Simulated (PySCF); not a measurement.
# Distorted geometries of [OsOF5]+

[OsOF5]+ (singlet). PySCF 2.14.0, RKS TPSS, Os def2-SVP with ECP60, O def2-SVP, F def2-SVP; non-relativistic Hamiltonian with scalar-relativistic core potentials where named; density fitting; no spin-orbit coupling. Relaxed geometry:

```xyz
7

Os    0.0544   -0.0362    0.0320
O     1.2504   -0.7145    1.0301
F    -0.0558    1.5171    0.9957
F    -1.3266   -0.7310    1.0145
F     1.2689    0.7549   -1.0877
F    -1.2569    0.6980   -1.0674
F    -0.0126   -1.4894   -1.0810
```

Problem. Order these distorted geometries by energy above the relaxed one, lowest first.
A.
```xyz
7

Os   -0.0617   -0.1944   -0.0691
O     1.2627   -0.6103    1.0356
F     0.0817    1.4793    0.9573
F    -1.1570   -0.7256    1.0596
F     1.3437    0.6700   -1.0713
F    -1.3280    0.7239   -1.1068
F    -0.2196   -1.3441   -0.9692
```
B.
```xyz
7

Os   -0.1449    0.1502    0.0055
O     1.4720   -0.8587    1.1955
F    -0.0060    1.5608    1.0017
F    -1.1492   -0.9924    0.9206
F     1.0963    0.5393   -1.1358
F    -1.1980    0.9116   -1.0590
F    -0.1484   -1.3120   -1.0923
```
C.
```xyz
7

Os   -0.0553   -0.0407    0.2456
O     1.2585   -0.6848    0.9859
F    -0.0030    1.5707    0.8032
F    -1.4520   -0.6525    0.9458
F     1.3049    0.7556   -1.1103
F    -1.2229    0.5811   -0.9630
F     0.0916   -1.5307   -1.0709
```

Solution. C (2.35 eV), B (4.77 eV), A (6.00 eV).

Problem. Which forces (eV/Å) act in the one that lies 4.77 eV up?

Solution. 
```
Os    8.80 -11.41   7.06
O    -3.66   2.91  -2.79
F    -0.17   3.70   2.45
F    -2.31  -0.26   1.53
F     3.56   2.11  -2.62
F    -5.68   3.98  -4.62
F    -0.53  -1.04  -1.01
```
Forces carry noise of the integration grid, about 0.01 to 0.03 eV/Å.

No frequency check is given that shows the relaxed geometry to be a minimum.
